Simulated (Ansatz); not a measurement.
`CC1=CC(C(F)(F)F)=[O+][Ti-]([OH])([OH])([Cl])[O]1` at its PBE0-D4/def2-TZVP geometry, where that method's forces vanish. The species carries charge 0 and has multiplicity 1.

```xyz
20

C     2.7230    0.8244   -0.6474
C     1.3335    0.3817   -0.3325
C     0.5321    1.1201    0.5600
C    -0.7405    0.6926    0.8432
C    -1.5999    1.4655    1.8485
F    -0.9745    2.5397    2.3300
F    -1.9170    0.6788    2.8765
F    -2.7300    1.8704    1.2729
O    -1.3348   -0.3174    0.3618
Ti   -0.8607   -1.6841   -1.0409
O     0.1492   -3.1611   -0.9958
O    -2.4244   -2.4136   -0.6088
Cl   -1.1684   -0.9155   -3.1000
O     0.9264   -0.6658   -0.8925
H     3.0101    1.7160   -0.0934
H     3.4190    0.0124   -0.4254
H     2.7919    1.0220   -1.7201
H     0.9215    2.0078    1.0322
H     1.0930   -3.1210   -1.1741
H    -3.1496   -2.0530   -0.0943
```

Task: What forces (eV/Å) does PBE-D4/def2-TZVPP give on these atoms in Ansatz? (Estimate.)

Result: The calculation gave: 
```
C1   0.040  0.029  0.003
C2   0.301  0.571  0.297
C3   0.233  0.104 -0.042
C4   0.032  0.395  0.288
C5   0.373 -0.262 -0.384
F6   0.475  0.802  0.354
F7  -0.232 -0.611  0.769
F8  -0.850  0.296 -0.452
O9  -0.499 -0.514 -0.140
Ti10 0.183  0.387 -0.155
O11 -0.082 -0.587  0.103
O12 -0.257 -0.440 -0.075
Cl13-0.047  0.107 -0.297
O14 -0.142 -0.724 -0.465
H15  0.077  0.181  0.103
H16  0.165 -0.149  0.031
H17  0.047  0.044 -0.215
H18  0.093  0.202  0.103
H19  0.456  0.012 -0.080
H20 -0.368  0.156  0.254
```
